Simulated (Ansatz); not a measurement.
Harmonic frequencies (cm⁻¹) at PBE0-D4/def2-TZVP from Ansatz: 43, 110, 190, 254, 356, 436, 437, 598, 622, 686, 822, 855, 977, 1108, 1136, 1174, 1182, 1263, 1310, 1312, 1402, 1440, 1477, 1495, 1521, 3063, 3065, 3109, 3145, 3151.

Each molecule was computed in one conformer, which needn't be the lowest.

(1) Which molecule is it?
A. `CCOC`
B. `C=CCO[SiH3]`
C. `OC(CF)C(F)F`
D. `CCOC(F)(F)F`

Results:

(1) D.
